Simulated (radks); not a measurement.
Task: The mean radii <r> (bohr) of the occupied orbitals of an atom or ion are listed with their occupations. Calculated with a radial shooting solver on a logarithmic mesh with Libxc functionals: Dirac Kohn-Sham, PBE, spin-unpolarised, spherical densities, point nucleus.

| orbital | occ. | <r> |
|---|---|---|
| 1s1/2 | 2 | 0.01834 |
| 2s1/2 | 2 | 0.07693 |
| 2p1/2 | 2 | 0.06365 |
| 2p3/2 | 4 | 0.07161 |
| 3s1/2 | 2 | 0.2005 |
| 3p1/2 | 2 | 0.1905 |
| 3p3/2 | 4 | 0.2053 |
| 3d3/2 | 4 | 0.1797 |
| 3d5/2 | 6 | 0.1842 |
| 4s1/2 | 2 | 0.4494 |
| 4p1/2 | 2 | 0.4546 |
| 4p3/2 | 4 | 0.4878 |
| 4d3/2 | 4 | 0.5046 |
| 4d5/2 | 6 | 0.5160 |
| 5s1/2 | 2 | 1.048 |
| 5p1/2 | 2 | 1.139 |
| 5p3/2 | 2 | 1.225 |
| 4f5/2 | 6 | 0.5951 |
| 4f7/2 | 8 | 0.6038 |
| 5d3/2 | 3 | 1.562 |
| 6d3/2 | 2 | 3.847 |

Name the element and its charge. Open shells, if any, fill j = l - 1/2 first.

Result: Z = 74, tungsten, charge +3: W3+ in [Kr] 4d10 4f14 5s2 5p4 5d3 6d2. The 1s radius gives Z: for a bare nucleus <r> = (2 gamma + 1)/(2Z) with gamma = sqrt(1 - (Z/c)^2), 0.01813 bohr for Z = 74, and screening makes it slightly larger (0.01834 here). The occupations add up to 71, and the charge is Z minus that.
